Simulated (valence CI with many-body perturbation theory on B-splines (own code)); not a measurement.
## Hg LX: magnetic and hyperfine properties of the levels

Computed by configuration interaction combined with many-body perturbation theory (CI+MBPT): three valence electrons over a frozen Dirac-Fock core [Ar], a basis of 9 s, 9 p, 10 d, 8 f, 5 g, 3 h, 1 i functions for each j, with the one-electron correlation potential Σ1, the two-electron term Σ2, the three-electron term Σ3, Breit, model QED; selected CI, second order for the rest (own B-spline code, finite nucleus).

No measured spectrum was set against this ion. As an estimate, large intervals hold to a few tenths of a per cent, small ones and those within an open d or f shell to about a per cent. The list stops below the first excitations out of the core. Only levels of the ground parity were solved; by the run's estimate the other parity begins above the list, which can be wrong where configurations are misplaced.

A/g_I is the dipole constant over the nuclear g factor μ/I (μ in nuclear magnetons, uniformly magnetised nucleus), B/Q the quadrupole constant per barn. Both hold the static response of the core; the bare values leave it out. Large factors of s and p1/2 electrons are usually good to 5 to 10 %; those of open d and f shells near neutrality can be off by tens of per cent, and small factors of p3/2, d and f electrons come from cancelling terms and can be off by a factor of two or in sign, in half-filled shells by more. B is blank for J = 1/2, where it vanishes, and for nearly pure S terms. Energies count from the lowest level.

Levels are named by their leading jj configuration (3d3/2^4 stands for four electrons in 3d with j = 3/2), which in mixed levels can hold well under half, so a name can repeat and another be missing. Letters in brackets count levels of one name in rising energy.

```
                    Level  E (cm⁻¹)      g  A/g_I (MHz)  A/g_I bare  B/Q (MHz/b)  B/Q bare
          (3d3/2^3) J=3/2         0  0.734       143000      142000       -90800    -91700
(3d3/2^2 3d5/2) J=5/2 [a]    788090  1.052        80900       81200       -48200    -48700
    (3d3/2^2 3d5/2) J=3/2    842720  1.154        65000       65700       -14700    -14800
    (3d3/2^2 3d5/2) J=9/2    873100  1.024        91800       92100       105000    106000
    (3d3/2^2 3d5/2) J=7/2    878200  1.027        89100       89400        41400     41600
    (3d3/2^2 3d5/2) J=1/2    890990  1.782       -64500      -61400                       
(3d3/2^2 3d5/2) J=5/2 [b]   1106700  1.212        54800       55800       160000    161000
(3d3/2 3d5/2^2) J=7/2 [a]   1651400  1.123        64400       65000       -14500    -14700
    (3d3/2 3d5/2^2) J=9/2   1693200  1.125        68600       69300        27800     27900
(3d3/2 3d5/2^2) J=3/2 [a]   1741700  1.094        78600       79100       -88500    -89300
    (3d3/2 3d5/2^2) J=1/2   1768100  1.528       -30300      -28200                       
   (3d3/2 3d5/2^2) J=11/2   1775300  1.077        77700       78200       187000    189000
(3d3/2 3d5/2^2) J=5/2 [a]   1777700  1.306        21500       22800        97600     98400
(3d3/2 3d5/2^2) J=7/2 [b]   1860800  1.077        80200       80700        36000     36400
(3d3/2 3d5/2^2) J=5/2 [b]   1863000  1.081        82200       82700       -31800    -32000
(3d3/2 3d5/2^2) J=3/2 [b]   2049100  0.862       130000      130000       123000    124000
```

Task: Take the isotope of mass number 199, with I = 1/2, μ = 0.5039 μN. What is the hyperfine structure of (3d3/2^2 3d5/2) J=5/2 [b]?

Result: From the table A = 55200 MHz. Shifts from the centre of gravity in MHz: F = 2: -96600, F = 3: 69000.
